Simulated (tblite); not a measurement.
Compound: C₇H₁₄Ge.
Geometry (GFN2-xTB, Å), atoms numbered from 1 in this order:
```xyz
22
C7H14Ge angstrom
C      1.833   -0.746    0.792
C      0.714   -1.426    0.001
C     -0.218   -0.381   -0.631
C     -1.023    0.341    0.425
C     -2.279   -0.267    0.967
C     -2.353    0.935    0.075
C      0.636    0.621   -1.415
Ge     2.221    0.889   -0.259
H      1.493   -0.493    1.796
H      2.686   -1.413    0.901
H      1.156   -2.015   -0.806
H      0.141   -2.104    0.636
H     -0.913   -0.893   -1.306
H     -0.410    0.907    1.119
H     -2.598   -1.217    0.562
H     -2.507   -0.148    2.015
H     -2.722    0.798   -0.931
H     -2.629    1.884    0.509
H      0.941    0.185   -2.368
H      0.070    1.524   -1.632
H      2.217    2.162    0.546
H      3.534    0.875   -0.997
```

Computed with GFN2-xTB (tblite): harmonic, unscaled wavenumbers at the GFN2-xTB geometry, gas phase. Against measured fundamentals such values can be off by several per cent, at times by over 20. Modes of hydrogen on germanium can be 10 to 20 % off. One conformer, not necessarily the lowest.

Harmonic wavenumbers (cm⁻¹): 62.4, 78.1, 160.0, 201.2, 278.7, 323.0, 353.8, 401.9, 467.6, 512.6, 550.6, 602.8, 621.8, 668.9, 765.5, 791.9, 798.9, 846.5, 853.2, 860.1, 917.3, 941.3, 994.1, 1004.6, 1032.4, 1060.8, 1072.3, 1077.5, 1087.6, 1103.2, 1120.7, 1132.7, 1156.5, 1197.3, 1221.8, 1247.9, 1259.0, 1281.6, 1291.4, 1334.7, 1409.0, 1444.0, 1455.9, 1469.4, 1490.3, 1496.4, 1928.7, 1995.8, 2916.1, 2955.2, 2962.5, 2975.6, 2979.3, 2995.5, 2999.5, 3009.4, 3082.7, 3084.4, 3086.5, 3103.2.

A = 2854, B = 857.9, C = 778.5 MHz; mass 172.031 u (most abundant isotopes); point group C1, symmetry number 1.

Task: What is the zero-point energy?

Result: ½Σν̃ = 40787 cm⁻¹ = 116.61 kcal/mol.

Task: Entropy at 200 K, 1 bar (ideal gas, RRHO, classical rotation)?

Result: Translation 39.38, rotation 28.32, vibration 14.12: S = 81.8 cal/(mol K).

Task: And Cp and H(200 K) − H(0)?

Result: Cp = 25.90 cal/(mol K), of which vibrations give 17.95 (their classical limit is 60 R = 119.2); H(200 K) − H(0) = 3.21 kcal/mol without the zero-point energy, 1.62 from vibrations.

Task: Which modes carry the vibrational entropy at 200 K?

Result: 62.4 cm⁻¹: 3.60; 78.1 cm⁻¹: 3.16; 160.0 cm⁻¹: 1.81; 201.2 cm⁻¹: 1.42; 278.7 cm⁻¹: 0.91; 323.0 cm⁻¹: 0.71 cal/(mol K); the other 54 give 2.52 together.

Task: What must be added to the electronic energy to get the Gibbs energy at 200 K and 1 bar?

Result: ZPE + [H(200 K) − H(0)] − T·S = 116.61 + 3.21 − 16.36 = 103.46 kcal/mol.

Task: Blend soft modes into free rotors: weight 1/[1 + (100 cm⁻¹/ν̃)⁴] for the oscillator and the rest for a rotor with moment μB/(μ + B), μ = h/(8π²ν), B = 10⁻⁴⁴ kg m². What vibrational entropy results?

Result: 13.28 cal/(mol K) in place of 14.12, which changes −T·S at 200 K by +0.17 kcal/mol.

Hindered rotation and anharmonicity are outside this model. Other conformers, if any are populated, would add a mixing term that is left out. The structure is chiral; the term R ln 2 for an equal mix with its mirror image is left out.
